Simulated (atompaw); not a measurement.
## Pr: variants of one PAW (atompaw) potential

Base potential:

atompaw 4.2.0.5 input, output lines left out:

```
Pr 59
GGA-PBE scalarrelativistic loggrid 2001 logderivrange -6 5 276
6 6 5 4 0 0
6 0 1
6 1 0
5 2 1
4 3 2
0 0 0
c
c
c
c
v
v
c
c
c
v
v
c
c
v
c
2
2.80 2.60 2.80 2.00
n
n
y
0.65
n
custom polynom vanderbiltortho besselshape
3 0.5 ultrasoft
2.20
2.80
2.05
2.80
2.80
2.80
```

All-electron outer shells of the reference configuration (PBE, scalar-relativistic, ld1.x):

```
shell  level (eV)  outermost node (bohr)  outermost maximum (bohr)
   5s      -48.15                   0.73                      1.33
   5p      -29.94                   0.79                      1.51
   4f      -12.20                      –                      0.68
   6s       -8.63                   1.77                      3.48
   5d       -8.58                   0.89                      2.09
   6p       -5.51                   2.08                      4.36
```

Cutoffs, loose and tight: the cutoffs (Ry, on a coarse ladder) from which the occupation-weighted sum of valence levels, in a spherical-Bessel basis at the reference potential, stays within 10 and 1 mRy of its value at 400 Ry. They see the waves, projectors and local potential, not the compensation charge or the core. A dash means not determined.

| change | outcome | cutoff, loose | cutoff, tight | bound ghosts |
| --- | --- | --- | --- | --- |
| base | generated | 15 Ry | 25 Ry | none |
| all radii scaled by about 0.84 (s 1.84, p 1.72, d 2.34 bohr); local potential ultrasoft scheme with l = 3 at 0.5 Ry, radius 2.34 bohr; augmentation besselshape compensation charge, radius 2.18 bohr; PAW radius 2.34 bohr; waves and projectors: custom polynom vanderbiltortho; core correction smooth core density matched at 1.68 bohr | generated | 25 Ry | 45 Ry | none |
| all radii scaled by about 0.93 (s 2.04, p 1.90, d 2.60 bohr); local potential ultrasoft scheme with l = 3 at 0.5 Ry, radius 2.60 bohr; augmentation besselshape compensation charge, radius 2.40 bohr; PAW radius 2.60 bohr; waves and projectors: custom polynom vanderbiltortho; core correction smooth core density matched at 1.86 bohr | generated | 15 Ry | 25 Ry | none |
| all radii scaled by about 1.04 (s 2.30, p 2.14, d 2.92 bohr); local potential ultrasoft scheme with l = 3 at 0.5 Ry, radius 2.92 bohr; augmentation besselshape compensation charge, radius 2.72 bohr; PAW radius 2.92 bohr; waves and projectors: custom polynom vanderbiltortho; core correction smooth core density matched at 2.10 bohr | generated | 15 Ry | 25 Ry | none |
| all radii scaled by about 1.13 (s 2.48, p 2.32, d 3.16 bohr); local potential ultrasoft scheme with l = 3 at 0.5 Ry, radius 3.16 bohr; augmentation besselshape compensation charge, radius 2.94 bohr; PAW radius 3.16 bohr; waves and projectors: custom polynom vanderbiltortho; core correction smooth core density matched at 2.26 bohr | generated | 15 Ry | 25 Ry | none |
| all radii scaled by about 1.23 (s 2.70, p 2.52, d 3.44 bohr); local potential ultrasoft scheme with l = 3 at 0.5 Ry, radius 3.44 bohr; augmentation besselshape compensation charge, radius 3.18 bohr; PAW radius 3.44 bohr; waves and projectors: custom polynom vanderbiltortho; core correction smooth core density matched at 2.46 bohr | generated | 12 Ry | 21 Ry | none |
| all radii scaled by about 1.26 (s 2.78, p 2.58, d 3.52 bohr); local potential ultrasoft scheme with l = 3 at 0.5 Ry, radius 3.52 bohr; augmentation besselshape compensation charge, radius 3.28 bohr; PAW radius 3.52 bohr; waves and projectors: custom polynom vanderbiltortho; core correction smooth core density matched at 2.52 bohr | generated | 12 Ry | 21 Ry | none |

Task: What comes out with this change to the base: all radii scaled by about 0.75 (s 1.66, p 1.54, d 2.12 bohr); local potential ultrasoft scheme with l = 3 at 0.5 Ry, radius 2.12 bohr; augmentation besselshape compensation charge, radius 1.96 bohr; PAW radius 2.12 bohr; waves and projectors: custom polynom vanderbiltortho; core correction smooth core density matched at 1.50 bohr?

Result: outcome: generated; cutoff, loose: 35 Ry; cutoff, tight: 60 Ry; bound ghosts: none.

Reading the sweep of the scale of all radii (base = 1) (base included, trends over the rows without a ghost): The loose cutoff falls from 35 Ry at 0.75 to 12 Ry at 1.26. A larger radius leaves more room for a smooth pseudo-wave, so fewer plane waves are needed; a smaller one forces it to follow the all-electron wave where it bends sharply.
